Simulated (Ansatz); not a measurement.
Reaction (ligand exchange at the Al–S bond): `[SiH3][O][Al]([SH])[SH]` + H–F → `[F][Al]([SH])[O][SiH3]` + H₂S

Isolated molecules relaxed with PBE0-D4/def2-TZVP in Ansatz; ΔE leaves out vibrations. CBS: MP2 limit from def2 TZ/QZ plus the TZ coupled-cluster correction, frozen cores. This one scheme is used for every species. Each species was taken in one conformer, which may not be the lowest.

`[SiH3][O][Al]([SH])[SH]`:

Cartesian coordinates in Å:
```
Si 1.850 -0.283 0.119
O 0.245 -0.100 -0.069
Al -1.401 0.203 -0.107
S -2.683 -0.849 -1.507
S -2.303 1.651 1.237
H 2.296 0.364 1.382
H 2.565 0.345 -1.023
H 2.190 -1.728 0.171
H -1.643 -1.539 -2.009
H -1.117 1.935 1.804
```

H–F:

Z-matrix (Å, degrees):
```
F
H 1 0.920
```

`[F][Al]([SH])[O][SiH3]`:

```xyz
9

F     1.515    0.773    2.369
Al    0.143    0.467    1.525
S    -1.737    0.703    2.561
O     0.219   -0.007   -0.070
Si    0.509   -0.465   -1.606
H    -2.434    0.348    1.466
H     0.947    0.707   -2.407
H     1.571   -1.504   -1.637
H    -0.734   -1.023   -2.200
```

H₂S:

Cartesian coordinates in Å:
```
S -0.326 -0.503 -0.157
H 0.845 -0.312 0.470
H -0.519 0.815 -0.313
```

```csv
level,ΔE (kcal/mol)
MP2/CBS(def2),-15.5
CCSD/CBS(def2),-17.2
```

Task: What does CCSD(T)/CBS give? (Estimate.)

Result: The calculation gave: -16.3 kcal/mol. The listed levels differ from it by 0.8, -0.9 kcal/mol.

Largest T1 diagnostic among the species: 0.012.

At CCSD(T), def2-SVP lies −3.3 kcal/mol from the extrapolated value and def2-TZVPP −0.6 kcal/mol. The D4 term adds +1.9 kcal/mol with B3LYP and +1.1 kcal/mol with PBE0; it sums over pairs of atoms, weighted by their polarisabilities, and B3LYP, whose exchange is more repulsive, gets the larger term. In def2-TZVPP, CCSD(T) changes the Hartree–Fock value by +3.4 kcal/mol (the triples alone add +0.9 kcal/mol) and MP2 by +4.3 kcal/mol.

B3LYP here is the variant with VWN-RPA as its local correlation; programs differ in this.
